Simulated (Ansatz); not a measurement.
# Energy profile

The step: SnNH₅ ([NH2][SnH3]) + CH₄ → CH₆Sn ([CH3][SnH3]) + NH₃; bonds formed: Sn1–C7, N2–H6; bonds broken: Sn1–N2, H6–C7 (atoms numbered as in the saddle structure below).

| atom | x (Å) | y (Å) | z (Å) |
| --- | --- | --- | --- |
| Sn1 | -1.3297 | 0.0198 | -0.0085 |
| N2 | 0.2768 | -0.8810 | 1.1707 |
| H3 | -1.4947 | -0.4818 | -1.6281 |
| H4 | -1.5355 | 1.6648 | 0.3754 |
| H5 | -2.5823 | -0.8255 | 0.8520 |
| H6 | 0.8619 | -0.2298 | 0.3566 |
| C7 | 1.0945 | 0.6609 | -0.8857 |
| H8 | 0.3790 | -1.8892 | 1.1088 |
| H9 | 0.3479 | -0.6028 | 2.1447 |
| H10 | 0.5815 | 1.5080 | -1.3528 |
| H11 | 2.0091 | 1.0776 | -0.4433 |
| H12 | 1.3916 | -0.0208 | -1.6898 |

Electronic energies by CCSD(T) at an estimated basis limit (MP2 extrapolated from triple and quadruple zeta, plus CCSD(T) − MP2 in triple zeta), on PBE0-D4/def2-TZVP structures; CH9NSn, singlet; no counterpoise correction. Ansatz 0.2.0; basis: def2-TZVPP and def2-QZVPP; cores frozen in the correlated methods. Filled d shells of the heavier atoms are correlated. Core potentials replace the inner electrons of the atoms past krypton. The def2 sets are not built for correlating such inner shells, so the correlated values are less sure here. Extrapolation: Hartree–Fock as exp(−7.88 √X), correlation as X^−2.97.

Q: Give the profile in kJ/mol, counted from the separated reactants. (Judge from chemistry; the value comes from the calculation.)

A: By the calculation:
```tsv
point	kJ/mol
separated: SnNH5 (linked as [NH2][SnH3]; Sn1, N2, H3, H4, H5, H8, H9; singlet) + CH4 (H6, C7, H10, H11, H12; singlet)	0.0
start structure	-6.3
saddle	205.8
end structure	-3.0
separated: CH6Sn (linked as [CH3][SnH3]; Sn1, H3, H4, H5, C7, H10, H11, H12; singlet) + NH3 (N2, H6, H8, H9; singlet)	10.1
```

The T1 diagnostic stays at or below 0.013.

For scale, one of the runs: CCSD(T)/def2-TZVPP, 238 basis functions, launched by `ansatz run in.yaml --threads 4 --pin off --events-out ev --progress --plain --max-ram 9574MiB`. Hardware: 4 CPU threads of an Arm Neoverse V2, shared host. Wall time 2.4 min; peak host memory 5 GiB.
